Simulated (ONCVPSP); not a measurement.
Cutoff test, titanium (Ti), ONCV

ONCVPSP 4.0.1 input, shortened (lines: element, Z, core and valence counts, functional; n l f; lmax; l rc ep ncon nbas qcut; lloc lpopt rc5 dvloc0; l nproj debl; icmod fcfact rcfact), PBE, scalar-relativistic:

```
  Ti 22.00    3    4        4      upf
    1    0    2.00
    2    0    2.00
    2    1    6.00
    3    0    2.00
    3    1    6.00
    3    2    2.00
    4    0    2.00
    2
    0    1.75    0.00    4    8    6.40
    1    1.35    0.00    4    7    8.40
    2    2.55    0.00    3    8    6.60
    4    5    1.05    4.00
    0    2    3.60
    1    3    2.70
    2    2    3.50
    3    5.50    1.75
```

For each optimised wave give the share of its norm inside rc, the residual kinetic energy above qcut (Ha) and the cutoffs (Ha) for errors of 10, 1, 0.1 and 0.01 mHa per electron.

```json
{"wave": "3s", "norm inside rc": "0.958", "residual KE": "7.1e-06", "10 mHa": "5.5", "1 mHa": "12.5", "0.1 mHa": "16.6", "0.01 mHa": "20.3"}
{"wave": "4s", "norm inside rc": "0.053", "residual KE": "8.5e-06", "10 mHa": "4.2", "1 mHa": "8.9", "0.1 mHa": "16.2", "0.01 mHa": "20.4"}
{"wave": "3p", "norm inside rc": "0.763", "residual KE": "3.1e-06", "10 mHa": "15.1", "1 mHa": "19.4", "0.1 mHa": "23.0", "0.01 mHa": "26.8"}
{"wave": "p projector 2", "norm inside rc": "0.055", "residual KE": "6.5e-06", "10 mHa": "13.0", "1 mHa": "17.8", "0.1 mHa": "21.8", "0.01 mHa": "32.3"}
{"wave": "p projector 3", "norm inside rc": "0.062", "residual KE": "3.1e-05", "10 mHa": "15.3", "1 mHa": "20.1", "0.1 mHa": "24.4", "0.01 mHa": "42.2"}
{"wave": "3d", "norm inside rc": "0.854", "residual KE": "2.2e-07", "10 mHa": "12.6", "1 mHa": "15.3", "0.1 mHa": "17.4", "0.01 mHa": "19.1"}
{"wave": "d projector 2", "norm inside rc": "0.226", "residual KE": "2.8e-05", "10 mHa": "16.6", "1 mHa": "18.9", "0.1 mHa": "20.7", "0.01 mHa": "35.1"}
```

The occupied waves need 19 Ha and 23 Ha for 1 and 0.1 mHa.
